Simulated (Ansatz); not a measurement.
Reactions of `[NH2][Al]([OH])[SiH3]`.

Program: Ansatz. Geometries: PBE0-D4/def2-TZVP. ΔE: electronic, gas phase. CCSD(T)/CBS adds triple-zeta CCSD(T) − MP2 to the extrapolated MP2 energy (def2 sets, frozen cores). This one scheme is used for every species. No spin–orbit coupling; open shells (•) take unrestricted orbitals. One conformer a species, not always the lowest.

(1) Order these by ΔE at CCSD(T)/CBS, lowest first. (Best estimate.)
A. `[NH2][Al]([OH])[SiH3]` + `OBF` → `[NH2][Al]([OH])[OH]` + `FB[SiH3]`
B. `[NH2][Al]([OH])[SiH3]` → `[NH2][AlH][SiH2]O`
C. `[NH2][Al]([OH])[SiH3]` + `C[SiH2][SiH2]O` → `[NH2][AlH][SiH3]` + `OC[SiH2][SiH2]O`
D. `[NH2][Al]([OH])[SiH3]` → `[NH2][Al][OH]`• + `[SiH3]`•
E. `[NH2][Al]([OH])[SiH3]` + `C=C[Si](N)(O)F` → `C=C[Si](N)(F)O[SiH3]` + `[NH2][AlH][OH]`

Largest T1 diagnostic: 0.015, for `[SiH3]`•.

## Answers

(1) E (-95.5 kJ/mol), A (+55.5 kJ/mol), B (+71.0 kJ/mol), C (+255.0 kJ/mol), D (+314.4 kJ/mol).
